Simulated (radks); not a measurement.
Initial-state core-level shifts of the niobium ion Nb2+ when its valence configuration changes from [Kr] 4d3. Calculated with a radial shooting solver on a logarithmic mesh with Libxc functionals: Dirac Kohn-Sham, PBE, spin-unpolarised, spherical densities, point nucleus; open shells fill j = l - 1/2 first. Shifts are changes of the shell-averaged eigenvalues in eV (positive: less bound).

| valence | 2p | 3s | 3d | 4s |
|---|---|---|---|---|
| 4d2 5p1 | -5.376 | -5.285 | -5.310 | -4.813 |
| 4d2 5s1 | -4.309 | -4.205 | -4.231 | -3.759 |
| 4d2.5 5p0.5 | -2.629 | -2.590 | -2.601 | -2.378 |
| 4d1 5s1 5p1 | -10.131 | -9.882 | -9.940 | -8.772 |
| 4d1 5s2 | -9.072 | -8.811 | -8.870 | -7.743 |
| 4d1 5s1.5 5p0.5 | -9.604 | -9.349 | -9.407 | -8.260 |
| 4d2.5 5s0.5 | -2.094 | -2.047 | -2.060 | -1.845 |
| 5s2 5p1 | -15.288 | -14.822 | -14.918 | -12.875 |
